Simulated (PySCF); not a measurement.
Simulation results for B2GeH6N

Computed with PySCF 2.14.0. Calculation on a computer-drawn molecule: optimised geometry and harmonic frequencies of an isolated molecule of the commonest isotopes, restricted reference for singlets and unrestricted otherwise, frozen core in MP2; on germanium a core potential holds 10 electrons, which the energies leave out, and 3d is frozen in MP2 and coupled-cluster steps.

Entry: B2GeH6N

Start structure:
```xyz
10
B2GeH6N
B     -0.2120    -1.0689     1.1862
B     -0.2076    -1.9193    -0.0275
Ge     0.1395    -0.5315    -1.5074
N     -1.3104    -0.2702    -2.5654
H     -0.1484    -0.3091     2.0506
H     -0.3487    -2.9975    -0.4819
H      1.1809    -1.0041    -2.5016
H      0.5898     0.9334    -1.1698
H     -1.7263    -1.0383    -3.0529
H     -2.1795     0.2936    -2.1061
```

* charge: 0
* multiplicity: 2
* method: HF
* basis: cc-pVDZ
* basis and core potential on germanium: cc-pVDZ-PP ECP10MDF
* rotational constants: ?
* spin squared: ?
* total energy: ?

Drawn bonds:
```
atom  other atom  order
   1           2      1
   2           3      1
   3           4      1
   1           5      1
   2           6      1
   3           7      1
   3           8      1
   4           9      1
   4          10      1
```

Q: Estimate the rotational constants of B2GeH6N.
A: 11.44, 2.596, 2.353 GHz

Q: B2GeH6N: spin squared?
A: 0.7576

Q: B2GeH6N: total energy?
A: -400.6104 hartree

Further results for B2GeH6N:

* convergence status largest gradient component: 3.389e-05 hartree/bohr

Optimised structure:
```xyz
10
B2GeH6N
B     -0.0189    -1.1755     1.4293
B     -0.2828    -1.6969    -0.0370
Ge     0.0786    -0.4085    -1.6549
N     -1.3416    -0.2914    -2.8452
H      0.1946    -0.7158     2.4979
H     -0.6815    -2.8014    -0.2839
H      1.2846    -0.9211    -2.4577
H      0.3655     1.0396    -1.2248
H     -1.7098    -1.1889    -3.1144
H     -2.1114     0.2478    -2.4851
```

Modes:
```
frequency (cm⁻¹)  reduced mass (dalton)
           55.81                  2.797
           119.5                  1.447
           130.5                  1.743
           195.5                  2.846
           431.7                  1.139
           503.9                  1.268
           507.6                  4.029
           638.8                  1.359
           655.5                  2.151
           684.4                  1.601
           707.2                  1.271
           791.8                  1.195
           859.9                  1.117
           941.8                  1.094
           956.3                  1.254
            1007                  1.142
            1146                  5.958
            1702                  1.092
            2186                  1.024
            2200                  1.015
            2707                  1.093
            2879                   1.11
            3721                  1.051
            3807                  1.093
```
